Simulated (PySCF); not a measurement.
Problem. What does the PBE0-D3(BJ)/def2-SVP structure of InChI=1S/CH7AsBOP/c1-4-3(2)5/h2,5H2,1H3 look like in three dimensions?

Solution. 
Z-matrix in Å and degrees, rows numbered from 1:
```
C 
O   1  1.4079
B   2  1.3461  1  124.13
P   3  1.9381  2  121.92  1     5.27
As  3  2.0481  2  116.31  1   173.78
H   1  1.1033  2  111.49  3   -44.23
H   1  1.1019  2  110.72  3    77.15
H   1  1.0985  2  108.25  3  -163.91
H   4  1.4267  3   97.91  2   -55.44
H   4  1.4222  3   97.53  2  -152.41
H   5  1.5215  3   95.20  2   133.61
H   5  1.5207  3   94.83  2    39.01
```

O2 (boron-bound oxygen) is bent (angle 124.1°). B3 (three-coordinate boron) is almost planar (angles 121.9°, 120.8° and 116.3°, sum 359.0°, 0.10 Å off the plane of its three neighbours). As5 (arsenic bonded to B and 2 H) is pyramidal (angles 95.2°, 94.8° and 94.1°, sum 284.2°, 0.87 Å off the plane of its three neighbours). P4 (three-coordinate phosphorus) is pyramidal (angles 97.9°, 97.5° and 95.8°, sum 291.2°, 0.78 Å off the plane of its three neighbours).

Level of theory: PySCF, PBE0-D3(BJ)/def2-SVP geometry optimisation, gas phase.

Stationary, but not proved a minimum. One conformer, not necessarily the lowest (C1–O2–B3–P4 5°, O2–B3–P4–H -55° and -152°, O2–B3–As5–H 134° and 39°).
